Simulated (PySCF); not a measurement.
A structure optimised at PBE-D3(BJ)/def2-TZVP, used in a PySCF frequency run:

```xyz
4

Mg    -0.0033     1.2271     0.0000
F      0.0019     2.9960     0.0000
Se    -0.0418    -1.1916     0.0000
H      1.4427    -1.1739     0.0000
```

### Question
Write its SMILES, formula and point group.

### Answer
[F][Mg][SeH], FHMgSe, Cs

### Question
What are its rotational constants (standard atomic weights)?

### Answer
230.41, 1.5789, 1.5682 GHz
